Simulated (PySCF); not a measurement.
Level of theory: B3LYP-D3(BJ)/def2-TZVP // PBE-D3(BJ)/def2-SVP run with PySCF. Isolated molecules, 0 K electronic values unless said otherwise. One relaxed conformer stands for a flexible species; it need not be the lowest. B3LYP has the VWN-RPA correlation part, as in Gaussian. 

Reference species: [Zn(CH3)(Cl)] (neutral, multiplicity 1).

| Item | Result |
|---|---|
| mean distance from the central atom to its bonded neighbours | 2.027 Å |
| HOMO–LUMO gap | 7.50 eV |

Changed species: [Zn(CH3)(SH)] (Y = SH; the reference has Y = Cl).

Question: What does the change do to the mean distance from the central atom to its bonded neighbours and HOMO–LUMO gap?

Answer: the mean distance from the central atom to its bonded neighbours increases by 0.040 Å, to 2.067 Å; the HOMO–LUMO gap falls by 1.30 eV, to 6.20 eV.
